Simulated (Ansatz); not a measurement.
The cluster Be6⁺, relaxed as a doublet with UKS PBE0/def2-TZVP in Ansatz, starting from the GFN2-xTB geometry. Force threshold 0.02 eV/Å.

The structure comes from a short search, and lower isomers may exist.

Start:

```xyz
6

Be   -1.304   -0.498   -1.293
Be    1.333    1.033   -0.020
Be   -0.118    0.628    1.331
Be   -1.822    0.190    0.438
Be    0.666   -0.541   -1.187
Be    1.245   -0.812    0.731
```

Question: Estimate the energy that the relaxation releases and the steps that it takes.

Answer: 1.29 eV, in 11 steps; 14 s on 4 threads of Arm Neoverse V1 on a shared host. No frequencies were taken in this run, so the end may be a saddle point.

Question: Does the start keep its bonding and symmetry?

Answer: Bonds formed: Be2–Be4, Be4–Be5, Be4–Be6 (atoms count from 1).

Question: Predict the relaxed structure.

Answer: 
| atom | x (Å) | y (Å) | z (Å) |
| --- | --- | --- | --- |
| Be1 | -1.5777 | -0.6946 | -1.7210 |
| Be2 | 1.0332 | 1.0611 | 0.0666 |
| Be3 | 0.1697 | 0.8147 | 1.8705 |
| Be4 | -0.9786 | 0.1221 | 0.1689 |
| Be5 | 0.4067 | -0.5578 | -1.2417 |
| Be6 | 0.9466 | -0.7455 | 0.8567 |
Bond lengths (bridged metal pairs left out): 11 × Be–Be 1.97 to 2.22 Å.
